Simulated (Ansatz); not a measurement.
Basis-set series for CH8FGeNSi (`C[N]([GeH3])[SiH2]F`). Charge 0, multiplicity 1. The structure was optimised at the PBE0-D4/def2-TZVP level. It is one conformer, not always the lowest.

| functional | basis | functions | energy (Eh) | HOMO (eV) | LUMO (eV) |
| --- | --- | --- | --- | --- | --- |
| PBE0-D4 | def2-SVP | 132 | -2562.99178 | -7.26 | 0.56 |
| PBE0-D4 | def2-QZVPP | 570 | -2563.66544 | -7.35 | 0.07 |
| ωB97M-V | def2-SVP | 132 | -2563.35730 | -9.53 | 2.41 |
| ωB97M-V | def2-QZVPP | 570 | -2564.03625 | -9.65 | 1.55 |

(1) Give the rows for def2-TZVPP. (An estimate is asked.)

## Answers

(1) Ansatz gave: 
| functional | basis | functions | energy (Eh) | HOMO (eV) | LUMO (eV) |
| --- | --- | --- | --- | --- | --- |
| PBE0-D4 | def2-TZVPP | 295 | -2563.59843 | -7.34 | 0.25 |
| ωB97M-V | def2-TZVPP | 295 | -2563.97168 | -9.64 | 1.95 |

Positive LUMOs are unbound and depend on the basis. Scalar relativity is left out up to krypton.
